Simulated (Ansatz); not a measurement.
The same path of C₃H₅ClSi (10 atoms, charge 0, multiplicity 1) was run twice with different band settings. The coordinate that changes most is the dihedral C1–C2–Si3–H9.

The calculation used Ansatz 0.2.0, RKS PBE-D4/def2-SVP.

Relaxed end points:

```xyz
10
Properties=species:S:1:pos:R:3
C -0.111 1.748 0.260
C 0.191 0.446 0.152
Si 0.086 -1.277 0.824
C 0.211 -0.566 -0.944
Cl -1.045 -0.540 -2.218
H -0.192 2.245 1.240
H -0.301 2.363 -0.639
H 1.274 -2.013 1.363
H -1.235 -1.715 1.369
H 1.205 -0.741 -1.404
```

```xyz
10
Properties=species:S:1:pos:R:3
C -0.111 1.748 0.260
C 0.191 0.446 0.152
Si 0.086 -1.277 0.825
C 0.211 -0.566 -0.944
Cl -1.045 -0.540 -2.217
H -0.192 2.245 1.240
H -0.301 2.362 -0.640
H -1.236 -1.715 1.368
H 1.274 -2.014 1.363
H 1.205 -0.741 -1.403
```

Common settings: movable images 9; climbing image yes; spring 5.0 eV/Å²; optimiser quadratic models (default); start path through a guess of the saddle point; iteration limit 60; end points relaxed.

| run | force threshold |
| --- | --- |
| 1 | 0.05 eV/Å |
| 2 | 0.5 eV/Å |

Task: What does each run give, and how far can it be trusted?

Result: Run 1: not converged after 60 iterations, highest image 1.420 eV above the first end. The band didn't meet its force threshold, so its energies are provisional: the largest band force was still 0.91 eV/Å, and over the last iterations the top moved between 1.39 and 1.46 eV. Neighbouring images lie up to 2.4 Å apart, so the band is torn or far too coarse.
Run 2: converged after 35 iterations, highest image 1.567 eV above the first end. The threshold of 0.5 eV/Å is loose, so the images may lie well off the minimum-energy path. The profile has 2 maxima (images 6, 8) with wells between them (image 7): this band takes more than one step, which may be the mechanism or a detour left from its start path. The order of the stationary point at the top wasn't checked.
